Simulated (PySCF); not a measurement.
Energy of S(2+) (sulfur, charge +2) between two integer charges

The 3p alpha orbital of [Ne] 3s2 3p2 is emptied in steps (occupation f), with all orbitals relaxed, ending at [Ne] 3s2 3p1. All numbers are calculated (PySCF 2.14, no relativity, point nucleus, in aug-pcseg-2). The exact energy is a straight line in f; departures are measured from the line between the end points of the same method.

```json
{"f": "1", "UHF (eV)": "0.000", "LDA (eV)": "0.000", "PBE (eV)": "0.000", "PBE0 (eV)": "0.000", "r2SCAN (eV)": "0.000", "LC-wPBE (eV)": "0.000", "BHandHLYP (eV)": "0.000", "wB97X (eV)": "0.000", "CAM-B3LYP (eV)": "0.000", "B3LYP (eV)": "0.000"}
{"f": "0.9", "UHF (eV)": "0.050", "LDA (eV)": "-0.542", "PBE (eV)": "-0.529", "PBE0 (eV)": "-0.386", "r2SCAN (eV)": "-0.497", "LC-wPBE (eV)": "-0.122", "BHandHLYP (eV)": "-0.249", "wB97X (eV)": "-0.153", "CAM-B3LYP (eV)": "-0.261", "B3LYP (eV)": "-0.421"}
{"f": "0.7", "UHF (eV)": "0.115", "LDA (eV)": "-1.267", "PBE (eV)": "-1.233", "PBE0 (eV)": "-0.898", "r2SCAN (eV)": "-1.151", "LC-wPBE (eV)": "-0.280", "BHandHLYP (eV)": "-0.580", "wB97X (eV)": "-0.351", "CAM-B3LYP (eV)": "-0.608", "B3LYP (eV)": "-0.981"}
{"f": "0.5", "UHF (eV)": "0.136", "LDA (eV)": "-1.509", "PBE (eV)": "-1.463", "PBE0 (eV)": "-1.063", "r2SCAN (eV)": "-1.356", "LC-wPBE (eV)": "-0.326", "BHandHLYP (eV)": "-0.687", "wB97X (eV)": "-0.410", "CAM-B3LYP (eV)": "-0.721", "B3LYP (eV)": "-1.165"}
{"f": "0.3", "UHF (eV)": "0.113", "LDA (eV)": "-1.266", "PBE (eV)": "-1.223", "PBE0 (eV)": "-0.887", "r2SCAN (eV)": "-1.121", "LC-wPBE (eV)": "-0.267", "BHandHLYP (eV)": "-0.574", "wB97X (eV)": "-0.336", "CAM-B3LYP (eV)": "-0.602", "B3LYP (eV)": "-0.974"}
{"f": "0.1", "UHF (eV)": "0.048", "LDA (eV)": "-0.542", "PBE (eV)": "-0.520", "PBE0 (eV)": "-0.376", "r2SCAN (eV)": "-0.469", "LC-wPBE (eV)": "-0.110", "BHandHLYP (eV)": "-0.244", "wB97X (eV)": "-0.141", "CAM-B3LYP (eV)": "-0.256", "B3LYP (eV)": "-0.415"}
{"f": "0", "UHF (eV)": "0.000", "LDA (eV)": "0.000", "PBE (eV)": "0.000", "PBE0 (eV)": "0.000", "r2SCAN (eV)": "0.000", "LC-wPBE (eV)": "0.000", "BHandHLYP (eV)": "0.000", "wB97X (eV)": "0.000", "CAM-B3LYP (eV)": "0.000", "B3LYP (eV)": "0.000"}
```

Task: For UHF, how does the orbital energy at f = 1 compare with the removal energy?

Result: −ε = 34.699 eV against a total-energy difference of 34.141 eV. By Janak's theorem ε = ∂E/∂f, so the gap between them reflects the curvature. Along the path −ε is 34.582 (f = 0.9), 34.354 (f = 0.7), 34.134 (f = 0.5), 33.920 (f = 0.3), 33.714 (f = 0.1) eV.

| method | E(f=0) − E(f=1) (eV) | −ε at f=1 (eV) | −ε at f=0.5 (eV) |
| --- | --- | --- | --- |
| UHF | 34.141 | 34.699 | 34.134 |
| LDA | 34.879 | 28.860 | 34.880 |
| PBE | 34.833 | 28.952 | 34.861 |
| PBE0 | 34.869 | 30.574 | 34.901 |
| r2SCAN | 35.022 | 29.481 | 35.107 |
| LC-wPBE | 35.015 | 33.653 | 35.053 |
| BHandHLYP | 34.698 | 31.926 | 34.715 |
| wB97X | 34.736 | 33.032 | 34.781 |
| CAM-B3LYP | 34.835 | 31.929 | 34.853 |
| B3LYP | 34.831 | 30.147 | 34.853 |

Reference removal energy between the ground levels: 34.86 ± 0.04 eV (semi-empirical (NIST evaluation); NIST Atomic Spectra Database, ionization energies). The calculation has no spin-orbit coupling. UHF lacks correlation.
